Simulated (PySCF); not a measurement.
# Basis-set dependence of SbH⁺ at MP2

PySCF, UHF reference; doublet, unpaired electrons π ↑; De to Sb⁺ + H without counterpoise correction. Frozen cores follow the default of each basis and core potential.

| basis | relativity | functions | Re (Å) | ωe (cm⁻¹) | De (eV) | frozen orbitals |
| --- | --- | --- | --- | --- | --- | --- |
| def2-SVPD | scalar-relativistic core potentials | 40 | 1.705 | 2042 | 2.35 | 4 |
| cc-pVTZ-PP/cc-pVTZ | scalar-relativistic core potentials | 53 | 1.696 | 2078 | 2.55 | 4 |
| def2-TZVPPD | scalar-relativistic core potentials | 73 | 1.689 | 2076 | 2.51 | 4 |

How does each smaller set differ from the one with most functions, def2-TZVPPD?

def2-SVPD: +1.6 pm, -1.6 % in ωe, -0.16 eV in De; cc-pVTZ-PP/cc-pVTZ: +0.7 pm, +0.1 % in ωe, +0.04 eV in De. All at MP2; the set with most functions is neither the basis-set limit nor always the best.

Correlated steps freeze 4 core orbitals. Correlated levels converge slowly with the basis: in double zeta they bind strong bonds too weakly, by up to about 1 eV, and carry superposition errors of some tenths. These are scalar-relativistic numbers at best; spin–orbit coupling would shift them, the dissociation energy most. For an ion De counts to the pair picked by the measured ionisation energies or electron affinities, which need not be the lowest pair at this level. The state is the lowest determinant that a PBE0 search found; another state may lie lower at other levels.
